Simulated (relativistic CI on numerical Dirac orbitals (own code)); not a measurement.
## The 3d ions of charge 2+

These numbers are calculated, not measured: Dirac-Coulomb-Breit CI, KLI orbitals optimised for each configuration, model QED (radiative potential, 1s self-energy scaled to tabulated hydrogen-like ionisation energies), valence Slater integrals scaled by 0.75 (own radial code, finite nucleus).

Each species is treated in one configuration, given outside its closed core, with all valence electrons in the open shell. Radial values are for the open shell of highest l, unscaled and averaged over j; ζ includes the Breit term. Labels give the leading LS character, summed over repeated terms.

| Ion | Configuration | Its lowest level | LS weight (%) | ζ (cm⁻¹) | ⟨r⟩ (bohr) | ⟨r²⟩ (bohr²) | Next level | E (cm⁻¹) |
| --- | --- | --- | --- | --- | --- | --- | --- | --- |
| Sc²⁺ | 3d | ²D3/2 | 100 | 64.55 | 1.542 | 2.981 | ²D5/2 | 162.53 |
| Ti²⁺ | 3d² | ? | ? | ? | ? | ? | ? | ? |
| V²⁺ | 3d³ | ⁴F3/2 | 100 | 156.3 | 1.299 | 2.134 | ⁴F5/2 | 130.46 |
| Cr²⁺ | 3d⁴ | ⁵D0 | 100 | 220.6 | 1.208 | 1.852 | ⁵D1 | 57.471 |
| Mn²⁺ | 3d⁵ | ⁶S5/2 | 100 | 299.5 | 1.13 | 1.628 | ⁴G11/2 | 23507 |
| Fe²⁺ | 3d⁶ | ⁵D4 | 100 | 395.1 | 1.063 | 1.446 | ⁵D3 | 421.81 |
| Co²⁺ | 3d⁷ | ⁴F9/2 | 100 | 509.3 | 1.005 | 1.296 | ⁴F7/2 | 810.27 |
| Ni²⁺ | 3d⁸ | ³F4 | 100 | 644.2 | 0.9529 | 1.169 | ³F3 | 1302.4 |
| Cu²⁺ | 3d⁹ | ²D5/2 | 100 | 802.2 | 0.9067 | 1.062 | ²D3/2 | 1979.2 |

Problem. Fill in the row of Ti²⁺.

Solution. Its lowest level ³F2; LS weight (%) 100; ζ (cm⁻¹) 104.8; ⟨r⟩ (bohr) 1.408; ⟨r²⟩ (bohr²) 2.499; Next level ³F3; E (cm⁻¹) 161.13.

With one configuration, terms of near-neutral atoms and ions can be 10 to 25 % off, and close levels can change places.

At low charge ζ of a weakly bound d or f electron comes out too small.
